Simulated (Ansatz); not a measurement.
Ansatz (a quantum-chemistry and plane-wave program) input (PBE-QIDH/def2-TZVPD):

Ansatz 0.2 input:
```yaml
crystal:
  periodic: [false, false, false]
  atoms:
    - {symbol: C, position_ang: [1.93424009, -1.25633118, 0.56422611]}
    - {symbol: C, position_ang: [1.35400879, -0.00938161, -0.00690467]}
    - {symbol: C, position_ang: [1.79728158, 1.29899351, 0.55194508]}
    - {symbol: C, position_ang: [0.14523794, -0.04909097, -0.88051020]}
    - {symbol: C, position_ang: [-1.18511202, 0.33254076, -0.18503107]}
    - {symbol: C, position_ang: [-1.49374183, -0.59563889, 0.98801565]}
    - {symbol: C, position_ang: [-2.32954928, 0.34084526, -1.19682156]}
    - {symbol: H, position_ang: [3.02518370, -1.19399454, 0.63842172]}
    - {symbol: H, position_ang: [1.68242249, -2.13299089, -0.03518917]}
    - {symbol: H, position_ang: [1.57327505, -1.45468824, 1.58647328]}
    - {symbol: H, position_ang: [1.54794594, 2.12965949, -0.11293305]}
    - {symbol: H, position_ang: [2.87647779, 1.31543050, 0.73051600]}
    - {symbol: H, position_ang: [1.32292870, 1.51814828, 1.52220912]}
    - {symbol: H, position_ang: [0.02847484, -1.04841423, -1.31302582]}
    - {symbol: H, position_ang: [0.27971456, 0.64381219, -1.72193563]}
    - {symbol: H, position_ang: [-1.07128620, 1.34919703, 0.20707016]}
    - {symbol: H, position_ang: [-2.43821888, -0.32464541, 1.46454769]}
    - {symbol: H, position_ang: [-0.71243928, -0.55629457, 1.74796736]}
    - {symbol: H, position_ang: [-1.57679130, -1.63229987, 0.64920179]}
    - {symbol: H, position_ang: [-3.26754489, 0.65065837, -0.73113219]}
    - {symbol: H, position_ang: [-2.12328911, 1.02236429, -2.02483197]}
    - {symbol: H, position_ang: [-2.48104482, -0.65756384, -1.61687512]}
basis:
  gaussian:
    orbitals: def2-TZVPD
hamiltonian:
  xc: {name: PBE-QIDH}
magnetization: {spin_polarized: true, initial_magnetization: 1}
correlation: {electrons: outside_noble_gas}
```

Output:

```
Functional definition: PBE-QIDH
integrals: 2.04 GiB planned
2779 factors; integrals over basis functions are off by at most 8.3e-4 eV
0.61 GiB of the device are held for the grids
3.11 GiB of device memory are held for the factors and their scratch space
mean field: 5.25 GiB planned
mean field evaluation 1: about -7474.8127 eV, gradient 4.0e1 eV
mean field evaluation 2: about -7474.8472 eV, gradient 4.0e1 eV
mean field evaluation 4: about -7482.9693 eV, gradient 3.4e0 eV
mean field evaluation 8: about -7483.0578 eV, gradient 3.5e-1 eV
mean field evaluation 16: about -7483.0596 eV, gradient 1.3e-3 eV
mean field -7483.05962455 eV, -274.9973690024 hartree, gradient 5.4e-6 eV, S^2 0.760030; 0 other end points of the search recorded, 0 dependent functions left out
7 core orbitals not correlated
reference -7483.05964422 eV, -274.9973697251 hartree; 22, 21 occupied and 365, 366 virtual orbitals, 2779 factors
second order -36.02324413 eV of doubles, -0.00000000 eV of singles
Total energy: -7495.06739226 eV, -275.4386463265 hartree
```

It need not be the lowest isomer of its formula.
